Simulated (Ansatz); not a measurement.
Reaction (redistribution): `C/N=C\[SiH2]S` + `BC[SiH2]O` → `O[SiH2]C[SiH2]S` + `B/C=N/C`

Calculated with Ansatz (gas phase, PBE0-D4/def2-TZVP geometries, no zero-point term in ΔE). CCSD(T)/CBS is the MP2 limit (def2-TZVPP, def2-QZVPP) plus CCSD(T) − MP2 in def2-TZVPP, frozen cores. Double bonds are as drawn, so ΔE can hold a change between cis and trans. Functionals use def2-TZVPP. B3LYP here is the variant with VWN-RPA as its local correlation; programs differ in this. Each species was taken in one conformer, which may not be the lowest.

| level | ΔE (eV) |
| --- | --- |
| r2SCAN-D4 | -0.08 |
| ωB97X-V | -0.12 |
| B3LYP | -0.14 |
| HF/def2-QZVPP | -0.24 |

**Question.** What does CCSD(T)/CBS give? (An estimate is asked.)

**Answer.** Computed: -0.13 eV. The listed levels differ from it by 0.05, 0.01, -0.01, -0.11 eV.

Largest T1 diagnostic among the species: 0.012.

The D4 term adds +0.03 eV with B3LYP and +0.02 eV with PBE0; it sums over pairs of atoms, weighted by their polarisabilities, and B3LYP, whose exchange is more repulsive, gets the larger term. From PBE to PBE0 (25 % exact exchange), in def2-TZVPP and without D4, ΔE moves by −0.03 eV.
